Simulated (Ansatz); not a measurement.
Diatomic Na$_{2}$-, multiplicity 4 (an upper state: multiplicity 2 came lower at CCSD(T)/def2-TZVPP on PBE0 minima).

Seven points along R, fitted to fifth degree in 1/R; most abundant isotopes. In def2 and cc sets the state is the lowest found near the PBE0 minimum, followed along R.

Run with Ansatz (Gaussian basis) for Hartree–Fock, density functionals and correlated methods. Values without a source in brackets are computed.

```csv
level,r_e (Å),ω_e (cm⁻¹),B_e (cm⁻¹),ω_e x_e (cm⁻¹)
PBE/def2-TZVPP,3.892,69,0.0968,0.87
PBE0/def2-TZVPP,3.871,72,0.0979,0.71
CCSD/def2-TZVPP,3.757,84,0.104,0.55
CCSD(T)/def2-TZVPP,3.748,85,0.104,0.55
```

Correlated levels freeze the inner cores; with def2 sets outer-core shells near the valence are correlated too.

Ansatz is a quantum-chemistry and plane-wave program.
